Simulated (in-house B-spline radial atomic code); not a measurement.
# Functionals against NIST's ionisation energies along a row: Sr³⁺ to I³⁺

Ionisation energies as differences of self-consistent total energies from an all-electron radial atomic-structure program (B-spline basis): all electrons, radial basis limit, scalar-relativistic (one-electron X2C), spin-polarised at highest spin, spherical densities; exact exchange is averaged over the determinants of each configuration. No spin-orbit coupling, Breit or QED terms. NIST's values run from ground level to ground level, so in open shells the differences also hold multiplet and fine-structure energies that spherical high-spin averages miss. For p electrons of heavy elements the spin-orbit part alone reaches an electronvolt or more. Columns give computed minus NIST, in eV; a star marks a semi-empirical value. Species are left out where the tabulated value is theory, is uncertain by more than 0.12 eV, or (13 ions, such as In⁴⁺, Te⁴⁺ and Bi⁴⁺) lies off its series for all methods alike, which flatters the means a little.

| species | shell | NIST (eV) | LDA exchange-only | LC-wPBE | BHandHLYP | B97-1 |
| --- | --- | --- | --- | --- | --- | --- |
| Sr³⁺ | 4p | 56.28* | -1.44 | +0.20 | +0.01 | +0.06 |
| Zr³⁺ | 4d | 34.42 | -1.23 | +0.03 | -0.10 | -0.11 |
| Nb³⁺ | 4d | 37.61 ± 0.02 | -1.31 | -0.14 | -0.37 | -0.33 |
| Mo³⁺ | 4d | 40.33 ± 0.06* | -1.09 | +0.05 | -0.22 | -0.16 |
| In³⁺ | 4d | 55.45 ± 0.04 | -0.83 | +0.59 | +0.49 | +0.60 |
| Sn³⁺ | 5s | 40.74 ± 0.04 | -0.07 | +0.13 | +0.14 | +0.07 |
| Sb³⁺ | 5s | 43.80 ± 0.03 | -0.85 | -0.33 | -0.33 | +0.06 |
| Te³⁺ | 5p | 37.42 | -1.49 | -0.47 | -0.59 | -0.79 |
| I³⁺ | 5p | 40.36 ± 0.03 | -1.11 | -0.06 | -0.27 | -0.34 |

Problem. How do the methods rank, and which species is hardest?

Solution. Mean absolute (signed) differences: LC-wPBE 0.22 (0.00) eV; BHandHLYP 0.28 (-0.14) eV; B97-1 0.28 (-0.11) eV; LDA exchange-only 1.05 (-1.05) eV. For In³⁺, which loses a 4d electron, the nearest method is off by +0.49 eV, the largest such miss.
